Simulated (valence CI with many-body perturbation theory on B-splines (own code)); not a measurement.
# Hyperfine factors and g values of W LXIX

Calculated by relativistic CI+MBPT: four valence electrons over a frozen Dirac-Fock core [He], radial functions for each j: 11 s, 11 p, 10 d, 8 f, 5 g, 2 h, with the one-electron correlation potential Σ1, the two-electron term Σ2, the three-electron term Σ3, Breit, model QED; selected CI, second order for the rest, scaled by the run's own slope (own B-spline code, finite nucleus).

The last digits are not significant, and no measured levels were compared; by estimate large intervals hold to a few tenths of a per cent, small ones and those within an open d or f shell to about a per cent. Among the levels kept, up to 1300 cm⁻¹ of a level comes from second order outside the variational space, and about a tenth of that is noise between levels of different J, which matters for small intervals.

A/g_I is the dipole constant over the nuclear g factor μ/I (μ in nuclear magnetons, uniformly magnetised nucleus), B/Q the quadrupole constant per barn. Both hold the static response of the core; the bare values leave it out. Large factors of s and p1/2 electrons are usually good to 5 to 10 %; those of open d and f shells near neutrality can be off by tens of per cent, and small factors of p3/2, d and f electrons come from cancelling terms and can be off by a factor of two or in sign, in half-filled shells by more. B is blank for J = 1/2, where it vanishes, and for nearly pure S terms. Energies count from the lowest level. Levels with J = 0 are left out.

Levels are named by their leading jj configuration (3d3/2^4 stands for four electrons in 3d with j = 3/2), which in mixed levels can hold well under half, so a name can repeat and another be missing. Letters in brackets count levels of one name in rising energy.

| Level | E (Ry) | g | A/g_I (MHz) | A/g_I bare | B/Q (MHz/b) | B/Q bare |
| --- | --- | --- | --- | --- | --- | --- |
| (2s^2 2p1/2 2p3/2) J=1 | 103.73 | 1.468 | -842000 | -812000 | 835000 | 836000 |
| (2s^2 2p1/2 2p3/2) J=2 | 105.07 | 1.134 | 2520000 | 2530000 | 1580000 | 1580000 |
| (2s 2p1/2^2 2p3/2) J=2 | 125.94 | 1.491 | 6350000 | 6310000 | 1610000 | 1610000 |
| (2s 2p1/2^2 2p3/2) J=1 | 132.42 | 1.111 | -4710000 | -4610000 | 937000 | 938000 |
| (2s^2 2p3/2^2) J=2 | 210.58 | 1.291 | 852000 | 869000 | 84100 | 84200 |
| (2s 2p1/2 2p3/2^2) J=2 [a] | 227.56 | 1.546 | 4510000 | 4480000 | 246000 | 246000 |
| (2s 2p1/2 2p3/2^2) J=3 | 230.84 | 1.293 | 5670000 | 5640000 | -4290 | -4330 |
| (2s 2p1/2 2p3/2^2) J=1 [a] | 237.14 | 1.298 | -5680000 | -5570000 | -470000 | -471000 |
| (2s 2p1/2 2p3/2^2) J=2 [b] | 237.81 | 1.045 | -422000 | -376000 | -171000 | -171000 |
| (2s 2p1/2 2p3/2^2) J=1 [b] | 238.14 | 1.293 | 1.46e+07 | 1.44e+07 | 268000 | 268000 |
| (2p1/2^2 2p3/2^2) J=2 | 261.31 | 1.304 | 796000 | 833000 | 80500 | 80600 |
| (2s 2p3/2^3) J=2 | 338.90 | 1.434 | 6430000 | 6390000 | -1700000 | -1700000 |
| (2s 2p3/2^3) J=1 | 345.25 | 1.154 | -4770000 | -4670000 | -731000 | -732000 |
| (2p1/2 2p3/2^3) J=1 | 366.23 | 1.468 | -899000 | -841000 | -830000 | -831000 |
| (2p1/2 2p3/2^3) J=2 | 367.59 | 1.121 | 2510000 | 2530000 | -1740000 | -1750000 |
| (2s^2 2p1/2 3s) J=1 | 765.18 | 1.300 | 7170000 | 7130000 | -14900 | -14900 |
| (2s^2 2p1/2 3p1/2) J=1 | 771.44 | 0.632 | 4980000 | 4950000 | -3560 | -3560 |
| (2s 2p1/2^2 3s) J=1 | 785.20 | 2.000 | 1.48e+07 | 1.46e+07 | 7040 | 7040 |
| (2s 2p1/2^2 3p1/2) J=1 | 792.35 | 1.337 | 1.26e+07 | 1.25e+07 | -6120 | -6120 |
| (2s^2 2p1/2 3p3/2) J=2 | 803.78 | 1.144 | 2090000 | 2090000 | 495000 | 495000 |
| (2s^2 2p1/2 3p3/2) J=1 | 803.86 | 1.497 | -1480000 | -1470000 | 248000 | 248000 |
| (2s^2 2p1/2 3d3/2) J=2 | 808.59 | 0.741 | 2020000 | 2020000 | 102000 | 102000 |
| (2s^2 2p1/2 3d3/2) J=1 | 810.54 | 0.826 | -1690000 | -1680000 | 42800 | 43100 |
| (2s^2 2p1/2 3d5/2) J=2 | 817.71 | 1.283 | -1070000 | -1070000 | 96800 | 97400 |
| (2s^2 2p1/2 3d5/2) J=3 | 818.03 | 1.092 | 1320000 | 1310000 | 93100 | 93900 |
| (2s 2p1/2^2 3p3/2) J=2 | 824.29 | 1.493 | 5820000 | 5770000 | 482000 | 482000 |
| (2s 2p1/2^2 3p3/2) J=1 | 824.66 | 1.138 | -5460000 | -5390000 | 254000 | 254000 |
| (2s 2p1/2^2 3d3/2) J=1 | 829.03 | 0.470 | -5600000 | -5540000 | 43600 | 43900 |
| (2s 2p1/2^2 3d3/2) J=2 | 829.47 | 1.108 | 5810000 | 5750000 | 84300 | 85000 |
| (2s 2p1/2^2 3d5/2) J=3 | 837.91 | 1.327 | 3900000 | 3860000 | 86200 | 87000 |
| (2s 2p1/2^2 3d5/2) J=2 | 839.21 | 1.032 | -3700000 | -3660000 | 71800 | 72500 |

Question: Take the isotope of mass number 183, with I = 1/2, μ = 0.11739 μN. What is the hyperfine structure of (2s 2p1/2 2p3/2^2) J=1 [a]?

Answer: From the table A = -1330000 MHz. Shifts from the centre of gravity in MHz: F = 1/2: 1330000, F = 3/2: -665000.
